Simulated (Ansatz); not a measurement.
CH6AlBrSi, SMILES `[CH3][AlH][SiH2]Br`, relaxed with RKS PBE0-D4/def2-TZVP in the Gaussian-basis code of Ansatz from a PBE-D4/def2-SVP geometry. The force threshold is 0.005 eV/Å; the program also tests the step.

Charge 0, multiplicity 1.

Start:

```xyz
10

C     1.006    1.511   -0.405
Al    0.753   -0.417   -0.127
Si   -1.518   -1.287   -0.052
Br   -0.609   -0.785    2.121
H     0.108    2.095   -0.120
H     1.219    1.724   -1.473
H     1.865    1.892    0.184
H     1.899   -1.531   -0.137
H    -2.787   -0.471   -0.075
H    -1.935   -2.731    0.084
```

Task: How much energy does the relaxation release, and in how many steps? (Estimate.)

Result: Ansatz gave: 2.77 kJ/mol, in 6 steps, 1 of them rejected.

Task: Which bonds change most? (Best estimate.)

Result: Ansatz gave: Si3–Br4 from 2.409 to 2.367 Å; Si3–H10 from 1.508 to 1.488 Å; Si3–H9 from 1.509 to 1.488 Å; Al2–Si3 from 2.434 to 2.415 Å.

Task: Give the relaxed structure. (An estimate is asked.)

Result: Computed: 
```xyz
10

C     0.999    1.500   -0.407
Al    0.742   -0.416   -0.158
Si   -1.512   -1.276   -0.029
Br   -0.614   -0.786    2.107
H     0.104    2.072   -0.150
H     1.244    1.719   -1.451
H     1.826    1.870    0.206
H     1.886   -1.511   -0.145
H    -2.762   -0.468   -0.062
H    -1.913   -2.704    0.087
```
